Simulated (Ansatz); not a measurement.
SiHMe2(OEt) (C4H12OSi). The state is a singlet with charge 0. Geometry PBE-D4/def2-SVP, basis def2-TZVP, Ansatz.

```xyz
18

C     1.234   -1.887   -0.270
C     2.348    0.833    0.750
C    -1.691    0.113   -0.238
C    -2.560    1.230   -0.795
O    -0.363    0.585   -0.079
Si    0.857   -0.303    0.683
H     0.397   -0.668    2.078
H     2.047   -2.460    0.223
H     1.558   -1.654   -1.306
H     0.347   -2.551   -0.330
H     2.106    1.772    1.286
H     2.684    1.098   -0.273
H     3.194    0.343    1.275
H    -1.716   -0.766   -0.929
H    -2.104   -0.241    0.739
H    -3.604    0.884   -0.939
H    -2.568    2.097   -0.104
H    -2.167    1.575   -1.772
```

| run | HOMO (eV) | LUMO (eV) |
| --- | --- | --- |
| A | -6.28 | 0.08 |
| B | -10.04 | 2.52 |
| C | -6.49 | 0.83 |
| D | -7.67 | 1.13 |

Another isomer (singlet) lies 0.34 eV lower at PBE0-D4/def2-TZVP; other spin states weren't run for this one.

Problem. The runs used LDA (SPW92), PBE0, r2SCAN, ωB97M-V. Estimate which is which.

Solution. A LDA (SPW92) (0 % exact exchange); B ωB97M-V (range-separated); C r2SCAN (0 % exact exchange); D PBE0 (25 % exact exchange). Exact exchange lowers occupied and raises empty levels; among semilocal functionals meta-GGAs tend to open the gap a little, and such runs are hard to tell apart. The gap grows from 6.36 eV (LDA (SPW92)) to 12.57 eV (ωB97M-V).
